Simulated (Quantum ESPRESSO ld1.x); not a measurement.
The numbers below are computed, except where a source is named.
Problem. Species: Hg. Configuration: [Hg] (the NIST ground configuration). Code: ld1.x of Quantum ESPRESSO 7.5. Model: scalar-relativistic Kohn-Sham, Engel-Vosko exchange with Perdew-Wang LDA correlation, spin-unpolarised, spherical densities, point nucleus. Some entries of the table are withheld. Estimate them.

orbital,occ.,eigenvalue (hartree),<r^2> (bohr^2)
1s,2,-3057.32,0.0003804
2s,2,(1),0.005791
2p,6,(2),0.004900
3s,2,-128.614,0.03730
3p,6,-106.985,0.03847
3d,10,-84.3249,0.03187
4s,2,-28.2985,0.1796
4p,6,-21.2118,(3)
4d,10,(4),0.2325
5s,2,-4.33957,(5)
4f,14,-3.52304,0.2808
5p,6,-2.44655,1.224
5d,10,-0.36605,2.669
6s,2,-0.24684,8.989
6p,0,-0.05527,28.44
7s,0,-0.01404,87.26

Solution. 
(1) 2s eigenvalue (hartree): -541.898
(2) 2p eigenvalue (hartree): -467.010
(3) 4p <r^2> (bohr^2): 0.2055
(4) 4d eigenvalue (hartree): -12.8235
(5) 5s <r^2> (bohr^2): 0.9140
